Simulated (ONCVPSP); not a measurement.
# PBE ONCV dataset for holmium, scalar-relativistic all-electron reference.

Input for ONCVPSP 4.0.1:

```
# ATOM AND REFERENCE CONFIGURATION
# atsym  z   nc   nv     iexc    psfile
  Ho 67.00    8    5        4      upf
#
#   n    l    f
    1    0    2.00
    2    0    2.00
    2    1    6.00
    3    0    2.00
    3    1    6.00
    3    2   10.00
    4    0    2.00
    4    1    6.00
    4    2   10.00
    4    3   11.00
    5    0    2.00
    5    1    6.00
    6    0    1.00
#
# PSEUDOPOTENTIAL AND OPTIMIZATION
# lmax
    3
#
#   l,   rc,      ep,       ncon, nbas, qcut
    0    1.95    0.00    3    6    6.60
    1    2.10    0.00    4    9    5.30
    2    0.55    0.00    4    9   15.30
    3    0.90    0.00    3    8   19.70
#
# LOCAL POTENTIAL
# lloc, lpopt,  rc(5),   dvloc0
    4    2    0.35    1.00
#
# VANDERBILT-KLEINMAN-BYLANDER PROJECTORs
# l, nproj, debl
    0    3    3.30
    1    2    0.50
    2    2    3.20
    3    3    0.60
#
# MODEL CORE CHARGE
# icmod, fcfact, rcfact
    2    0.35    0.90
#
# LOG DERIVATIVE ANALYSIS
# epsh1, epsh2, depsh
   -8.00    5.00    0.04
#
# OUTPUT GRID
# rlmax, drl
    6.00    0.01
#
# TEST CONFIGURATIONS
# ncnf
    4
# nvcnf
#   n    l    f
    5
    4    2   10.00
    4    3   11.00
    5    0    2.00
    5    1    6.00
    6    0    2.00
#
    5
    4    2   10.00
    4    3   11.00
    5    0    2.00
    5    1    6.00
    6    0    0.00
#
    5
    4    2   10.00
    4    3   10.00
    5    0    2.00
    5    1    6.00
    6    0    0.00
#
    6
    4    2   10.00
    4    3   10.00
    5    0    2.00
    5    1    6.00
    6    0    1.00
    5    2    1.00
#
```

Command:

```bash
oncvpsp.x < Ho.dat > Ho.out
```

Output (shortened: citation, most of the input echo, consistency checks and plot data are left out):

```
ONCVPSP  (Optimized Norm-Conservinng Vanderbilt PSeudopotential)
scalar-relativistic version 4.0.1

#   n    l    f        energy (Ha)
    1    0    2.00    -2.0398629E+03
    2    0    2.00    -3.4139476E+02
    2    1    6.00    -3.0244558E+02
    3    0    2.00    -7.6432779E+01
    3    1    6.00    -6.4532752E+01
    3    2   10.00    -4.9445234E+01
    4    0    2.00    -1.5288130E+01
    4    1    6.00    -1.1373146E+01
    4    2   10.00    -6.0874790E+00
    4    3   11.00    -3.5465634E-01
    5    0    2.00    -2.0929974E+00
    5    1    6.00    -1.1917116E+00
    6    0    1.00    -3.2895619E-01

Reference configufation results
  iterations    32
  all-electron total energy (Ha)   -1.26161160D+04

Begin loop to  construct optimized pseudo wave functions
and semi-local pseudopoentials for all angular momenta

   Wellstate for l =  0  n =  8
     eigenvalue =   2.9710
     asymptotic potential =   3.4710
     half-point radius =  3.6147

Calculating optimized projector #   1

 for l=   0

    Fraction of norm inside rc  0.929860
    Optimizing pswf for qcut=   6.60 a_B^-1,  ecut=  21.80 Ha
    Residual kinetic energy error=  2.23D-06 Ha

    Energy error per electron        Cutoff
         Ha          eV             Ha
         0.01000     0.27211       11.00
         0.00100     0.02721       14.65
         0.00010     0.00272       17.41
         0.00001     0.00027       19.82

Calculating optimized projector #   2

 for l=   0

    Fraction of norm inside rc  0.056469
    Optimizing pswf for qcut=   6.60 a_B^-1,  ecut=  21.80 Ha
    Residual kinetic energy error=  4.65D-07 Ha

    Energy error per electron        Cutoff
         Ha          eV             Ha
         0.01000     0.27211        8.27
         0.00100     0.02721       12.98
         0.00010     0.00272       16.36
         0.00001     0.00027       18.84

Calculating optimized projector #   3

 for l=   0

    Fraction of norm inside rc  0.103095
    Optimizing pswf for qcut=   6.60 a_B^-1,  ecut=  21.80 Ha
    Residual kinetic energy error=  2.25D-05 Ha

    Energy error per electron        Cutoff
         Ha          eV             Ha
         0.01000     0.27211       12.71
         0.00100     0.02721       17.04
         0.00010     0.00272       20.02
         0.00001     0.00027       24.85

WARNING wellstate: negative energy specified for n= 6 l=  1
WARNING scattering state with energy  0.25000000
WARNING will be used for the first projector

   Wellstate for l =  1  n =  7
     eigenvalue =   0.2500
     asymptotic potential =   0.7500
     half-point radius =  7.4077

Calculating optimized projector #   1

 for l=   1

    Fraction of norm inside rc  0.864131
    Optimizing pswf for qcut=   5.29 a_B^-1,  ecut=  14.00 Ha
    Residual kinetic energy error=  9.96D-06 Ha

    Energy error per electron        Cutoff
         Ha          eV             Ha
         0.01000     0.27211        5.89
         0.00100     0.02721        7.55
         0.00010     0.00272        9.09
         0.00001     0.00027       14.44

Calculating optimized projector #   2

 for l=   1

    Fraction of norm inside rc  0.049160
    Optimizing pswf for qcut=   5.29 a_B^-1,  ecut=  14.00 Ha
    Residual kinetic energy error=  1.57D-05 Ha

    Energy error per electron        Cutoff
         Ha          eV             Ha
         0.01000     0.27211        4.69
         0.00100     0.02721        6.52
         0.00010     0.00272        8.58
         0.00001     0.00027       15.49

WARNING wellstate: negative energy specified for n= 5 l=  2
WARNING scattering state with energy  0.25000000
WARNING will be used for the first projector

   Wellstate for l =  2  n =  6
     eigenvalue =   0.2500
     asymptotic potential =   0.7500
     half-point radius =  6.0464

Calculating optimized projector #   1

 for l=   2

    Fraction of norm inside rc  0.448484
    Optimizing pswf for qcut=  15.27 a_B^-1,  ecut= 116.55 Ha
    Residual kinetic energy error=  4.06D-03 Ha

    Energy error per electron        Cutoff
         Ha          eV             Ha
         0.01000     0.27211      105.59
         0.00100     0.02721      207.32
         0.00010     0.00272      968.90
         0.00001     0.00027     1151.74

Calculating optimized projector #   2

 for l=   2

    Fraction of norm inside rc  0.008720
    Optimizing pswf for qcut=  15.27 a_B^-1,  ecut= 116.55 Ha
    Residual kinetic energy error=  4.38D-04 Ha

    Energy error per electron        Cutoff
         Ha          eV             Ha
         0.01000     0.27211       69.75
         0.00100     0.02721      102.51
         0.00010     0.00272      176.18
         0.00001     0.00027     1157.60

   Wellstate for l =  3  n =  5
     eigenvalue =   0.2453
     asymptotic potential =   0.7453
     half-point radius =  6.4377

   Wellstate for l =  3  n =  6
     eigenvalue =   0.8453
     asymptotic potential =   1.3453
     half-point radius =  5.7075

Calculating optimized projector #   1

 for l=   3

    Fraction of norm inside rc  0.659651
    Optimizing pswf for qcut=  19.72 a_B^-1,  ecut= 194.44 Ha
    Residual kinetic energy error=  1.55D-05 Ha

    Energy error per electron        Cutoff
         Ha          eV             Ha
         0.01000     0.27211      136.26
         0.00100     0.02721      156.26
         0.00010     0.00272      172.71
         0.00001     0.00027      420.94

Calculating optimized projector #   2

 for l=   3

    Fraction of norm inside rc  0.016997
    Optimizing pswf for qcut=  19.72 a_B^-1,  ecut= 194.44 Ha
    Residual kinetic energy error=  5.37D-08 Ha

    Energy error per electron        Cutoff
         Ha          eV             Ha
         0.01000     0.27211       96.09
         0.00100     0.02721      125.35
         0.00010     0.00272      147.64
         0.00001     0.00027      165.81

Calculating optimized projector #   3

 for l=   3

    Fraction of norm inside rc  0.025155
    Optimizing pswf for qcut=  19.72 a_B^-1,  ecut= 194.44 Ha
    Residual kinetic energy error=  1.23D-07 Ha

    Energy error per electron        Cutoff
         Ha          eV             Ha
         0.01000     0.27211      105.08
         0.00100     0.02721      132.82
         0.00010     0.00272      154.55
         0.00001     0.00027      171.25

Construct Vanderbilt / Kleinmman-Bylander projectors

B matrix Hermiticity error, ll=   0
   1   2    1.6746E-04
   1   3    5.4228E-04
   2   3   -1.3883E-04

  Orthonormal projector coefficients  4.1033E+01  3.3416E+00  1.0743E+00

B matrix Hermiticity error, ll=   1
   1   2   -1.0310E-04

  Orthonormal projector coefficients  2.2407E+01  7.7604E-01

B matrix Hermiticity error, ll=   2
   1   2   -1.1116E-03

  Orthonormal projector coefficients  6.4042E+01  2.2520E+01

B matrix Hermiticity error, ll=   3
   1   2    7.0174E-05
   1   3   -1.7854E-04
   2   3    1.5124E-05

  Orthonormal projector coefficients  3.8245E+01 -1.5891E+01 -1.2218E+01

Model core correction analysis
  based on d2Exc/dn_idn_j

d2excae - all-electron derivatives

   -3.167456D-02   -2.174015D-02   -6.231212D-03   -3.731484D-03
   -5.940770D-04
   -2.174020D-02   -1.930507D-02   -1.217650D-02   -9.184432D-03
   -1.686812D-03
   -6.231144D-03   -1.217629D-02   -2.596845D-02   -2.261591D-02
   -2.082102D-03
   -3.731458D-03   -9.184245D-03   -2.261586D-02   -2.327302D-02
   -4.070842D-03
   -5.940777D-04   -1.686286D-03   -2.080680D-03   -4.066692D-03
   -3.778334D-02

d2excps - pseudofunction derivatives with no core correction

   -4.372285D-02   -3.107654D-02   -9.442923D-03   -5.324840D-03
   -9.128171D-04
   -3.107672D-02   -2.541922D-02   -1.427064D-02   -1.063335D-02
   -1.867901D-03
   -9.442919D-03   -1.427048D-02   -2.386524D-02   -2.142584D-02
   -1.925065D-03
   -5.324843D-03   -1.063320D-02   -2.142578D-02   -2.213549D-02
   -4.041135D-03
   -9.128239D-04   -1.867378D-03   -1.923638D-03   -4.036983D-03
   -3.777304D-02

rms 2nd derivative error    4.022094E-03

amplitude prefactor, scale prefactor
    1.8313    2.0616

d2excps - pseudofunction derivatives with core correction

   -3.193267D-02   -2.371940D-02   -8.112195D-03   -4.743793D-03
   -7.657113D-04
   -2.371945D-02   -2.045527D-02   -1.331539D-02   -1.017430D-02
   -1.762698D-03
   -8.112161D-03   -1.331523D-02   -2.349108D-02   -2.121633D-02
   -1.885934D-03
   -4.743781D-03   -1.017414D-02   -2.121625D-02   -2.201595D-02
   -4.019508D-03
   -7.657137D-04   -1.762173D-03   -1.884503D-03   -4.015356D-03
   -3.776870D-02

rms 2nd derivative error    1.178007E-03

Pseudoatom total energy -505.722794

Diagnostic tests using Vanderbilt-Kleinman-Bylander pseudopotentials
  1 or more projectors used as specified by nproj input data

   l    rcore       rmatch      e in        delta e   norm test  slope test

   0   1.9601215   2.0196350  -2.0929974   0.0000002   1.0001558   1.0001517
   0   1.9601215   2.0196350  -0.3289562   0.0000030   1.0000383   1.0000268
run_diag: lschvkbbe ERROR   3   2   0  60  2.97104381E+00  2.95972980E+00
   0   1.9601215   2.0196350   2.9710438  -0.0113140   1.6280779   1.6339602

   1   2.1060019   2.1699446  -1.1917116  -0.0000012   1.0000971   1.0001029
   1   2.1060019   2.1699446   0.2500000   0.0000090   1.0002382   1.0002382

   2   0.5514563   0.5681997  -6.0874790   0.0005371   1.0006109   1.0009506
   2   0.5514563   0.5681997   0.2500000   0.0011039   1.0014959   1.0014959

   3   0.9006281   0.9279731  -0.3546563   0.0000418   1.0003646   1.0002351
   3   0.9006281   0.9279731   0.2453437  -0.0000104   1.0005750   1.0005750
   3   0.9006281   0.9279731   0.8453437  -0.0000212   1.0006338   1.0006338

 Testing for bound ghosts
   n   l    E NL Schr. Eq   E Basis Diag.   E Cutoff

       0                      -52.436886     49.48  WARNING - GHOST(-)
   1   0       -2.092997       -2.092873     49.48
   2   0       -0.328953       -0.289493     49.48

       1                      -29.317145     89.32  WARNING - GHOST(-)
   2   1       -1.191713       -1.191640     89.32

   3   2       -6.086942       -6.068259   1454.20

   4   3       -0.354615       -0.334952    608.14

 Testing for highly-localized positive-energy ghosts
       l    <radius>/rc     E Basis Diag.   E Cutoff

       0        0.217105        2.965144     49.48  WARNING - GHOST(+)

Test configuration 0

   n   l     f        eae           eps        diff
   1   0  2.0000-2039.86288166
   2   0  2.0000 -341.39475511
   2   1  6.0000 -302.44557870
   3   0  2.0000  -76.43277895
   3   1  6.0000  -64.53275153
   3   2 10.0000  -49.44523371
   4   0  2.0000  -15.28812980
   4   1  6.0000  -11.37314616
   4   2 10.0000   -6.08747897   -6.08694187    5.37D-04
   4   3 11.0000   -0.35465634   -0.35461456    4.18D-05
   5   0  2.0000   -2.09299742   -2.09299720    2.18D-07
   5   1  6.0000   -1.19171163   -1.19171280   -1.18D-06
   6   0  1.0000   -0.32895619   -0.32895314    3.05D-06

    Total energies and differences
      AE_ref= -1.26161160D+04  AE_tst= -1.26161160D+04  dif=  0.00D+00
      PS_ref= -5.05722794D+02  PS_tst= -5.05722794D+02  dif=  1.71D-12
      PSP excitation error= -1.71D-12

Test configuration 1

   n   l     f        eae           eps        diff
   1   0  2.0000-2039.62290091
   2   0  2.0000 -341.15578145
   2   1  6.0000 -302.20646956
   3   0  2.0000  -76.19512378
   3   1  6.0000  -64.29507009
   3   2 10.0000  -49.20743062
   4   0  2.0000  -15.04995608
   4   1  6.0000  -11.13477119
   4   2 10.0000   -5.84882187   -5.84823360    5.88D-04
   4   3 11.0000   -0.11551181   -0.11534252    1.69D-04
   5   0  2.0000   -1.85131365   -1.85145448   -1.41D-04
   5   1  6.0000   -0.95059201   -0.95070447   -1.12D-04
   6   0  2.0000   -0.13922608   -0.13924058   -1.45D-05

    Total energies and differences
      AE_ref= -1.26161160D+04  AE_tst= -1.26163487D+04  dif= -2.33D-01
      PS_ref= -5.05722794D+02  PS_tst= -5.05954793D+02  dif= -2.32D-01
      PSP excitation error= -6.31D-04

Test configuration 2

   n   l     f        eae           eps        diff
   1   0  2.0000-2040.14541002
   2   0  2.0000 -341.67540190
   2   1  6.0000 -302.72642396
   3   0  2.0000  -76.71130269
   3   1  6.0000  -64.81131332
   3   2 10.0000  -49.72398569
   4   0  2.0000  -15.56744280
   4   1  6.0000  -11.65275653
   4   2 10.0000   -6.36749108   -6.36712715    3.64D-04
   4   3 11.0000   -0.63498034   -0.63520481   -2.24D-04
   5   0  2.0000   -2.37646026   -2.37628370    1.77D-04
   5   1  6.0000   -1.47301098   -1.47286240    1.49D-04

    Total energies and differences
      AE_ref= -1.26161160D+04  AE_tst= -1.26156819D+04  dif=  4.34D-01
      PS_ref= -5.05722794D+02  PS_tst= -5.05288619D+02  dif=  4.34D-01
      PSP excitation error= -5.08D-06

Test configuration 3

   n   l     f        eae           eps        diff
   1   0  2.0000-2040.81753863
   2   0  2.0000 -342.36720497
   2   1  6.0000 -303.41556775
   3   0  2.0000  -77.42841301
   3   1  6.0000  -65.52792578
   3   2 10.0000  -50.43833985
   4   0  2.0000  -16.27284210
   4   1  6.0000  -12.35306856
   4   2 10.0000   -7.05960719   -7.05624870    3.36D-03
   4   3 10.0000   -1.28951754   -1.28458174    4.94D-03
   5   0  2.0000   -2.94494941   -2.94695121   -2.00D-03
   5   1  6.0000   -2.00300363   -2.00415713   -1.15D-03

    Total energies and differences
      AE_ref= -1.26161160D+04  AE_tst= -1.26147278D+04  dif=  1.39D+00
      PS_ref= -5.05722794D+02  PS_tst= -5.04337877D+02  dif=  1.38D+00
      PSP excitation error=  3.35D-03

Test configuration 4

   n   l     f        eae           eps        diff
   1   0  2.0000-2040.10609204
   2   0  2.0000 -341.65593297
   2   1  6.0000 -302.70403174
   3   0  2.0000  -76.72277173
   3   1  6.0000  -64.82220923
   3   2 10.0000  -49.73185279
   4   0  2.0000  -15.56638609
   4   1  6.0000  -11.64603746
   4   2 10.0000   -6.35171281   -6.34867800    3.03D-03
   4   3 10.0000   -0.58307992   -0.57839671    4.68D-03
   5   0  2.0000   -2.23896433   -2.24199126   -3.03D-03
   5   1  6.0000   -1.30995691   -1.31160625   -1.65D-03
   6   0  1.0000   -0.35524289   -0.35552529   -2.82D-04
   5   2  1.0000   -0.30123415   -0.30095650    2.78D-04

    Total energies and differences
      AE_ref= -1.26161160D+04  AE_tst= -1.26159234D+04  dif=  1.93D-01
      PS_ref= -5.05722794D+02  PS_tst= -5.05533722D+02  dif=  1.89D-01
      PSP excitation error=  3.54D-03
```

Note: ghosts flagged at negative energy: s at -1426.9 eV, p at -797.8 eV; GHOST(+) flagged for s at 80.7 eV. A true bound ghost makes a file unfit for plane-wave use.

The run took about 15 s on one core of a shared server CPU.
